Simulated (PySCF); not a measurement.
H₆S, SMILES [H][S@OH27]([H])([H])([H])([H])[H]. Geometry optimised at ωB97X-D3(BJ)/def2-TZVP.

TDDFT-PBE/def2-TZVPD (PySCF) puts the lowest singlet excitations at 4.07, 4.07, 5.90, 5.90, 5.90, 5.99 eV.

What are the lowest excitation roots from ADC(2)/aug-cc-pVDZ (PySCF 2.14.0)? (An estimate is asked for; the answer gives what the named calculation found.)

4.43, 4.43, 6.52, 6.52, 6.52, 6.61 eV. S1 differs by 0.36 eV (second minus first; roots are paired by order, and the bases may differ).
